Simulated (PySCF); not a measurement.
Te(H)(iPr) (C₃H₈Te), SMILES CC(C)[TeH].

The structure is a stationary point at B3LYP-D3(BJ)/def2-SVP. The def2 effective core potentials stand for the cores of Te; spin–orbit coupling is left out.

Two levels are set side by side: PBE/def2-TZVP (PySCF) and PBE0/def2-TZVP (PySCF). Same geometry, gas phase. Differences are taken from unrounded values.

```
quantity                      PBE0    PBE  PBE minus PBE0
---------------------------  -----  -----  --------------
orbital gap (eV)              5.30   3.43           -1.87
highest occupied level (eV)  -6.02  -4.98            1.03
lowest empty level (eV)      -0.72  -1.55           -0.83
dipole moment (D)             1.57   1.53           -0.04
mean polarisability (bohr³)   76.7   78.7             2.0
```

PBE's occupied levels lie high since its potential decays too fast outside the molecule; exact exchange lowers them and widens the gap. Differences between two approximate levels are no errors against the true value.

Rough cost on one machine, each run with all the roots and properties that it gave: PBE0 against PBE within a factor of 2.
